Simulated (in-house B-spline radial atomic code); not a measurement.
## HSE06 excitations of Ga3+

Method: HSE06. Computed with a B-spline radial code for spherical atoms: linear response of the closed shell [Ar] 3d10 with the functional's adiabatic kernel; scalar-relativistic (spin-free one-electron X2C), finite nucleus, no spin-orbit coupling, no double excitations, S, P, D and F terms only. Only terms of natural parity with L up to 3 were computed.

Command:
```bash
python run_td.py task.json out
```
Settings (radii: box in bohr, nucleus in fm):
```
Z                        31
electrons                28
configuration            [Ar] 3d10
hamiltonian              x2c
method                   hse06
box_radius               23.08
rms_radius               3.9973
intervals                72
```

Cost of the run: 2.6 s on 1 thread of Arm Neoverse N1, on a shared host.

The lowest states, in the order of their Tamm-Dancoff energies; the method's threshold (minus the highest occupied level) is 55.44 eV. Labels give the largest channel, * marks a mixed state, and oscillator strengths are full-response dipole values. Semilocal kernels can invert the small singlet-triplet splittings of Rydberg terms. Energies in eV:

| state | full response | Tamm-Dancoff | oscillator strength |
| --- | --- | --- | --- |
| 3d → 4s 3D | 16.761 | 16.785 | - |
| 3d → 4s 1D | 17.428 | 17.438 | - |
| 3d → 4p 3P | 26.052 | 26.080 | - |
| 3d → 4p 3F | ? | ? | - |
| 3d → 4p 1F | 26.666 | 26.668 | - |
| 3d → 4p 1P | 27.517 | 27.592 | 0.524 |
| 3d → 4d 3S | 38.24 | 38.28 | - |
| 3d → 4d 3D | 38.92 | 38.93 | - |
| 3d → 4d 1D | 39.29 | 39.30 | - |
| 3d → 5s 3D | ? | ? | - |

(1) Where does 3d → 4p 3F lie?

(2) Where does 3d → 5s 3D lie?

(3) How large is the singlet-triplet splitting of 3d → 4s (D terms) in Tamm-Dancoff?

(4) What polarisabilities and dispersion coefficient does the method give?

## Answers

(1) At 26.288 eV in full response, 26.307 eV in Tamm-Dancoff.

(2) At 39.78 eV in full response, 39.78 eV in Tamm-Dancoff.

(3) 0.652 eV, from the unrounded values.

(4) Dipole 1.415 bohr³, quadrupole 2.923 bohr⁵, C6 3.16 hartree·bohr⁶ for two such species.
